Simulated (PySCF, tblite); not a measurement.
Q: What does the GFN2-xTB structure of `C(=O)c1cpccp1` look like in three dimensions?

A: 
```xyz
12
C5H4OP2 angstrom
O      3.220   -0.089   -0.207
C      2.300    0.401    0.395
C      0.873    0.146    0.141
C      0.544   -0.729   -0.878
P     -1.012   -1.245   -1.432
C     -2.079   -0.367   -0.365
C     -1.769    0.504    0.646
P     -0.206    1.025    1.207
H      2.469    1.115    1.228
H      1.393   -1.157   -1.406
H     -3.134   -0.551   -0.548
H     -2.598    0.946    1.192
```

Any rigid rotation of these coordinates is as good. Atoms count from 1 in this order. P8 (phosphorus bonded to 2 C) is bent (angle 102.0°). Of the pairs four or more bonds apart, O1···H10 is among the closest relative to their van der Waals radii: 2.43 Å, 89 % of the sum of Bondi's values. The 4 C–P bonds span 1.731 Å (C4–P5, aromatic) to 1.753 Å (C3–P8, aromatic), a spread of 0.022 Å. The C–C distances run from 1.370 Å (C6–C7, aromatic) to 1.471 Å (C2–C3, drawn single), a spread of 0.101 Å.

Bonds between heavy atoms (Å): O1=C2 1.203, C2–C3 1.471, C3–C4 1.384, C4–P5 1.731, P5–C6 1.745, C6–C7 1.370, C7–P8 1.740, C3–P8 1.753.

Structure optimised with GFN2-xTB, isolated species.

Point group: Cs (every atom within 0.08 Å of its image). Its GFN2-xTB frequencies are all real (lowest 79 cm⁻¹). One conformer, not necessarily the lowest (O1–C2–C3–C4 0°).

All values are computed, not measured.
